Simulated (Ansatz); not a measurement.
Species: H8OSi3, SMILES `O[SiH2][SiH2][SiH3]` (H–O–Si–Si torsion -178°, O–Si–Si–Si torsion -49°) (charge 0, multiplicity 1), formula H₈OSi₃.

Task: How many basis functions does frozen-core CCSD(T)/cc-pVTZ // r2SCAN-D4/def2-TZVP (Ansatz, a program for electronic structure) use, how many core orbitals are frozen, and how many electrons are correlated?

Result: 244 basis functions and 16 frozen orbitals, which leaves 26 correlated electrons. Core time is of the order of minutes.
